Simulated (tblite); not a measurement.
C₃H₈O₂, triplet, at the geometry of the source list (a higher spin typed on purpose: for a closed-shell molecule this is an excited state); GFN1-xTB (tblite 0.6.0).

The tblite input:
```
$ tblite run mol.xyz --method gfn1 --charge 0 --spin 2 --json tblite.json --no-restart

# file mol.xyz
13

C      1.49740000     0.21070000     0.26420000
C      0.09340000     0.38200000    -0.30340000
O     -0.62200000     1.41610000     0.34790000
C     -0.71930000    -0.91880000    -0.22110000
O     -2.00020000    -0.74760000    -0.76880000
H      2.03680000     1.15230000     0.20750000
H      1.44840000    -0.10470000     1.30570000
H      2.04010000    -0.54110000    -0.30040000
H      0.14120000     0.70250000    -1.34960000
H     -0.59560000     1.25210000     1.29830000
H     -0.23270000    -1.71600000    -0.78560000
H     -0.79530000    -1.23070000     0.83530000
H     -2.29210000     0.14330000    -0.52990000
```

Problem. Predict the main parts of the log of this tblite run.

Solution. 
```
xTB calculator
 | screened Coulomb repulsion
 | Coulomb electrostatics
 |  * isotropic Klopman-Ohno-Mataga-Nishimoto electrostatics
 |  * onsite third-order electrostatics
 | DFT-D3(BJ) dispersion correction

halogen bonding energy    0.0000000000000E+00 Eh
repulsion energy          1.7424574918032E-01 Eh
dispersion energy        -3.7533360020014E-03 Eh
number of electrons       3.2000000000000E+01 e
integral cutoff           1.9731147476801E+01 bohr

------------------------------------------------------------
  cycle        total energy    energy error   density error
------------------------------------------------------------
      1     -19.45631667347  -1.9626809E+01   5.6260990E-01
      2     -19.64475421627  -1.8843754E-01   3.1434985E-01
      3     -19.56267720020   8.2077016E-02   2.1018782E-01
      4     -19.63732618602  -7.4648986E-02   1.1482450E-01
      5     -19.71286303504  -7.5536849E-02   5.5596974E-02
      6     -19.72026190891  -7.3988739E-03   4.7035093E-02
      7     -19.72124477567  -9.8286676E-04   3.6679773E-02
      8     -19.73055230423  -9.3075286E-03   1.4136538E-02
      9     -19.73062027761  -6.7973377E-05   9.5788741E-03
     10     -19.73073924212  -1.1896451E-04   5.7698785E-03
     11     -19.73088216213  -1.4292001E-04   4.5591461E-03
     12     -19.73097071029  -8.8548152E-05   1.7076846E-03
     13     -19.73099019467  -1.9484381E-05   5.5101906E-04
     14     -19.73099071817  -5.2350150E-07   3.6869446E-04
     15     -19.73099158207  -8.6390119E-07   8.5664815E-05
     16     -19.73099161795  -3.5877090E-08   2.6978421E-05
     17     -19.73099162084  -2.8975684E-09   1.1629234E-05
------------------------------------------------------------

electronic energy        -1.9901484034022E+01 Eh
total energy             -1.9730991620844E+01 Eh

Post processing:
 | Mayer-Wiberg bond orders

[Info] JSON dump of results written to 'tblite.json'
```
